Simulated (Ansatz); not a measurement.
Stepwise reaction of `[SiH3][O][Sc]([Cl])[Cl]` with hydrogen fluoride, as a gas-phase model of exchange steps in deposition or etching. ΔE in kJ/mol.

Isolated molecules relaxed with PBE0-D4/def2-TZVP in Ansatz; ΔE leaves out vibrations. CCSD(T)/CBS is the MP2 limit (def2-TZVPP, def2-QZVPP) plus CCSD(T) − MP2 in def2-TZVPP, frozen cores. This one scheme is used for every species. DFT in def2-TZVPP. B3LYP here is the variant with VWN-RPA as its local correlation; programs differ in this. For Sc outer-core shells are correlated without core-valence functions, which leaves a few kJ/mol of doubt a bond. Scalar relativity is left out up to krypton. Each species was taken in one conformer, which may not be the lowest.

| step | reaction | PBE-D4 | B3LYP-D4 | ωB97M-V | CCSD(T)/CBS |
| --- | --- | --- | --- | --- | --- |
| 2 | `[F][Sc]([Cl])[O][SiH3]` + H–F → `[F][Sc]([F])[O][SiH3]` + HCl | -12.2 | -10.4 | -9.8 | -0.9 |

Give the row of step 1, `[SiH3][O][Sc]([Cl])[Cl]` + H–F → `[F][Sc]([Cl])[O][SiH3]` + HCl. (Estimate.)

The calculation gave: 
| step | reaction | PBE-D4 | B3LYP-D4 | ωB97M-V | CCSD(T)/CBS |
| --- | --- | --- | --- | --- | --- |
| 1 | `[SiH3][O][Sc]([Cl])[Cl]` + H–F → `[F][Sc]([Cl])[O][SiH3]` + HCl | -14.5 | -12.5 | -12.9 | -2.7 |

By hand: ΔE of the 2 steps together at CCSD(T)/CBS.

(-2.7) + (-0.9) = -3.6 kJ/mol, or -1.8 kJ/mol a step.

In ΔE the steps differ by no more than 1.8 kJ/mol. PBE-D4 differs from CCSD(T)/CBS by -11.8 to -11.3 kJ/mol a step. Isolated molecules leave out the surface, adducts and barriers. Largest T1 diagnostic: 0.016.
